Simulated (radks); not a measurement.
Results of a calculation; reference values are marked as such.
Species: Rh. Configuration: [Kr] 4d8 7p1 (not the ground configuration).

Code: a radial shooting solver on a logarithmic mesh with Libxc functionals. Model: scalar-relativistic Kohn-Sham, r2SCAN, spin-polarised, spherical densities, finite nucleus; open shells are filled with parallel spins first (spin-orbit coupling, left out, can overturn this in heavy ions); meta-GGA in the generalised Kohn-Sham scheme; Fermi nuclear charge, rms radius 4.4945 fm.

Energy parts (hartree):
part                        energy
total                  -4784.48805
kinetic                 4955.13329
electron-nucleus      -11539.02460
Hartree                 1938.30443
exchange-correlation    -138.90116

Orbitals (lengths in bohr, moments of r in powers of bohr; r(90%) holds 90 % of the orbital's charge):
orbital  occ.  eigenvalue (hartree)  r(90%)
1s up       1             -848.5981  0.0585
1s down     1             -848.5985  0.0585
2s up       1             -123.7038   0.219
2s down     1             -123.6877   0.219
2p up       3             -110.7833   0.201
2p down     3             -110.7715   0.201
3s up       1             -22.48933   0.574
3s down     1             -22.48534   0.574
3p up       3             -18.20574   0.587
3p down     3             -18.20005   0.587
3d up       5             -11.37635   0.588
3d down     5             -11.36420   0.587
4s up       1              -3.36473    1.43
4s down     1              -3.30207    1.43
4p up       3              -2.16043    1.61
4p down     3              -2.09355    1.61
4d up       5              -0.47043    2.44
4d down     3              -0.40545    2.53
7p up       1              -0.02234    29.5

The highest occupied level is 7p up at -0.608 eV. Spin moment in Bohr magnetons: 3. The density falls to 0.001 e/bohr^3 at r = 3.73 bohr.
